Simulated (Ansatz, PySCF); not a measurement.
Ga(Me)(NH2)2 (CH₇GaN₂), SMILES [CH3][Ga]([NH2])[NH2]. Atoms are numbered in the order given.

```xyz
11

Ga     0.0074    -0.0081    -0.0040
C     -1.4022    -1.3549    -0.2682
H     -1.1224    -2.0438    -1.0820
H     -2.3567    -0.8785    -0.5407
H     -1.5576    -1.9528     0.6432
N      0.0121     1.5835    -0.9008
H     -0.6279     1.7932    -1.6607
H      0.7807     2.2472    -0.8797
N      1.4011    -0.2687     1.1473
H      2.0983     0.4358     1.3691
H      1.4398    -1.0393     1.8073
```

Coordinates come from a TPSSh-D3(BJ)/def2-SVP optimisation. The structure was generated by enumeration; whether it is a known compound was not checked. One conformer was computed; it need not be the lowest.

Two levels are set side by side: PBE-D3(BJ)/def2-SVP (Ansatz, a quantum-chemistry and plane-wave program) and TPSSh-D3(BJ)/def2-SVP (PySCF). Each level has its own optimised geometry; the coordinates shown are those of the second. Frequencies come from the Hessian of PySCF at each geometry. Differences are taken from unrounded values.

| quantity | TPSSh-D3(BJ) |
|---|---|
| mean bond length (Å) | 1.299 |
| bond Ga1–C2 (Å) | 1.967 |
| bond Ga1–N6 (Å) | 1.827 |
| bond Ga1–N9 (Å) | 1.826 |
| bond C2–H3 (Å) | 1.102 |
| bond C2–H4 (Å) | 1.101 |
| bond C2–H5 (Å) | 1.101 |
| bond N6–H7 (Å) | 1.015 |
| bond N6–H8 (Å) | 1.016 |
| bond N9–H10 (Å) | 1.016 |
| bond N9–H11 (Å) | 1.015 |
| highest harmonic wavenumber (cm⁻¹) | 3662 |
| mean harmonic wavenumber (cm⁻¹) | 1380 |
| zero-point energy (kcal/mol) | 53.28 |

Question: What does PBE-D3(BJ) give, and how far is it from TPSSh-D3(BJ)? (An estimate is asked for; the answer gives what the named calculation found.)

Answer: 
| quantity | PBE-D3(BJ) | PBE-D3(BJ) minus TPSSh-D3(BJ) |
|---|---|---|
| mean bond length (Å) | 1.305 | 0.007 |
| bond Ga1–C2 (Å) | 1.970 | 0.003 |
| bond Ga1–N6 (Å) | 1.837 | 0.010 |
| bond Ga1–N9 (Å) | 1.837 | 0.011 |
| bond C2–H3 (Å) | 1.109 | 0.007 |
| bond C2–H4 (Å) | 1.108 | 0.007 |
| bond C2–H5 (Å) | 1.108 | 0.007 |
| bond N6–H7 (Å) | 1.021 | 0.006 |
| bond N6–H8 (Å) | 1.022 | 0.006 |
| bond N9–H10 (Å) | 1.022 | 0.006 |
| bond N9–H11 (Å) | 1.021 | 0.006 |
| highest harmonic wavenumber (cm⁻¹) | 3604 | -58 |
| mean harmonic wavenumber (cm⁻¹) | 1353 | -27 |
| zero-point energy (kcal/mol) | 52.23 | -1.05 |

GGA bonds tend to be longer and softer than those of functionals with exact exchange. Differences between two approximate levels are no errors against the true value.
